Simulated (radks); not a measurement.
Excited configurations of neutral fluorine: one electron is placed in a higher orbital outside [He] 2s2 2p4. The ground configuration is [He] 2s2 2p5. Calculated with a radial shooting solver on a logarithmic mesh with Libxc functionals: scalar-relativistic Kohn-Sham, SCAN, spin-polarised, spherical densities, finite nucleus; open shells are filled with parallel spins first; meta-GGA in the generalised Kohn-Sham scheme; Fermi nuclear charge, rms radius 2.8976 fm. Excitation = E - E(ground); binding = E(ion) - E, where the ion is the core of charge +1; n* = 1/sqrt(2 binding) in atomic units, and the quantum defect is n - n*.

| outer orbital | excitation (eV) | binding (eV) | n* | quantum defect | eigenvalue (eV) | <r> (bohr) |
|---|---|---|---|---|---|---|
| 3d | 16.235 | 1.504 | 3.008 | -0.008 | -0.699 | 10.65 |
| 4f | 16.853 | 0.886 | 3.918 | 0.082 | -0.425 | 18.05 |
| 5d | 17.128 | 0.611 | 4.718 | 0.282 | -0.377 | 33.02 |
| 7f | 17.421 | 0.318 | 6.542 | 0.458 | -0.209 | 65.10 |

The Delta-SCF ionisation energy is 17.739 eV (NIST Atomic Spectra Database: 17.423 eV, measured). Self-interaction in the functional shifts the binding energies and quantum defects, so they are the method's values and not measured ones. Open shells are spherical and high-spin; term and fine-structure splittings are not resolved.
